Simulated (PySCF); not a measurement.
C₄H₄F₂O.
SMILES with atom numbers: `[F:1][C@@H:2]1[CH:3]=[CH:4][O:5][C@@H:6]1[F:7]` (hydrogens: H8 on C2; H9 on C3; H10 on C4; H11 on C6)

Method used: PBE0-D3(BJ)/def2-SVP geometry optimisation, gas phase in PySCF.

Q: List the bond lengths, angles and torsions at this level.

A: 
| bond | length (Å) |
| --- | --- |
| F1–C2 | 1.366 |
| C2–C3 | 1.495 |
| C3=C4 | 1.334 |
| C4–O5 | 1.362 |
| O5–C6 | 1.401 |
| C6–F7 | 1.351 |
| C2–C6 | 1.553 |
| C2–H8 | 1.105 |
| C3–H9 | 1.088 |
| C4–H10 | 1.090 |
| C6–H11 | 1.100 |

A selection of angles:
| angle | degrees |
| --- | --- |
| F1–C2–C3 | 114.4 |
| F1–C2–C6 | 110.7 |
| F1–C2–H8 | 107.4 |
| C3–C2–C6 | 101.7 |
| C3–C2–H8 | 112.0 |
| C6–C2–H8 | 110.7 |
| C2–C3–C4 | 107.4 |
| C2–C3–H9 | 125.4 |
| C4–C3–H9 | 127.0 |
| C3–C4–O5 | 114.9 |
| C3–C4–H10 | 130.4 |
| O5–C4–H10 | 114.7 |
| C4–O5–C6 | 107.9 |
| O5–C6–F7 | 109.2 |
| O5–C6–H11 | 108.4 |
| F7–C6–H11 | 108.3 |
| C2–C6–O5 | 106.2 |
| C2–C6–F7 | 109.9 |
| C2–C6–H11 | 114.9 |

Torsions: F1–C2–C3–C4 -128° (anticlinal); C2–C3–C4–O5 2° (synperiplanar); C3–C4–O5–C6 8° (synperiplanar); C4–O5–C6–F7 105° (anticlinal); F1–C2–C6–O5 135° (anticlinal).

The 5-membered ring C2–C3–C4–O5–C6 has internal angles of 101.7° to 114.9° (sum 538°, against 540° for a flat polygon); it is slightly puckered (a soft mode that the optimisation may not have finished), 0.06 Å rms from its mean plane, widest ring torsion 14°. The 2 C–O bonds span 1.362 Å (C4–O5, drawn single) to 1.401 Å (O5–C6, drawn single), a spread of 0.039 Å. The 3 C–C bonds span 1.334 Å (C3=C4, drawn double) to 1.553 Å (C2–C6, drawn single), a spread of 0.219 Å.

Point group: C1 (no symmetry element, even within 0.4 Å). No PBE0-D3(BJ)/def2-SVP frequencies stand behind this structure, so it isn't proved a minimum. One conformer, not necessarily the lowest.
